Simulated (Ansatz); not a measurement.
Computed with Ansatz on PBE0-D4/def2-TZVP structures; ΔE is electronic, products minus reactants. CBS: MP2 limit from def2 TZ/QZ plus the TZ coupled-cluster correction, frozen cores. DFT in def2-TZVPP. B3LYP here is the variant with VWN-RPA as its local correlation; programs differ in this. Each species was taken in one conformer, which may not be the lowest.

`N[SiH]1OCO1` + `OCS[SiH3]` → `C1O[SiH2]O1` + `NC(O)S[SiH3]`  (redistribution)

`N[SiH]1OCO1`:

```xyz
10

N     0.129   -1.872    0.123
Si    0.079   -0.257    0.583
O    -1.152    0.699   -0.018
C    -0.160    1.536   -0.604
O     1.028    0.831   -0.257
H     0.048   -2.199   -0.824
H     0.243   -2.614    0.792
H     0.238   -0.254    2.052
H    -0.171    2.535   -0.156
H    -0.283    1.595   -1.691
```

`OCS[SiH3]`:

```xyz
10

O    -0.238    0.936    1.859
C    -0.702   -0.207    1.220
S     0.605   -1.219    0.417
Si    0.674   -0.225   -1.461
H     0.165    1.518    1.207
H    -1.129   -0.850    1.989
H    -1.476    0.009    0.476
H     1.794   -0.817   -2.229
H     0.913    1.235   -1.275
H    -0.605   -0.380   -2.203
```

`C1O[SiH2]O1`:

```xyz
8

C     0.334    0.470   -0.929
O     1.038   -0.419   -0.058
Si   -0.324   -0.456    0.900
O    -0.924    0.579   -0.258
H     0.834    1.442   -0.986
H     0.211    0.030   -1.924
H    -1.003   -1.770    0.998
H    -0.167    0.124    2.257
```

`NC(O)S[SiH3]`:

Cartesian coordinates in Å:
```
N 0.593 2.138 0.126
C 0.404 0.735 0.269
O -0.708 0.472 1.070
S 0.119 -0.128 -1.341
Si -0.520 -2.023 -0.595
H -0.140 2.550 -0.439
H 1.491 2.359 -0.281
H 1.317 0.305 0.696
H -0.620 1.029 1.853
H 0.386 -2.458 0.500
H -1.921 -2.022 -0.112
H -0.401 -2.957 -1.745
```

```
             level  ΔE (kJ/mol)
           PBE0-D4        129.3
           ωB97M-V        131.2
            B2PLYP        133.1
             B3LYP        133.3
SCS-MP2/def2-TZVPP        129.6
   CCSD/def2-TZVPP        130.7
    MP2/def2-QZVPP        134.4
     MP2/CBS(def2)        135.5
```

Problem. What does CCSD(T)/CBS give? (Best estimate.)

Solution. The calculation gave: +133.0 kJ/mol. The listed levels differ from it by -3.7, -1.8, 0.1, 0.3, -3.4, -2.3, 1.4, 2.5 kJ/mol.

Largest T1 diagnostic among the species: 0.012.
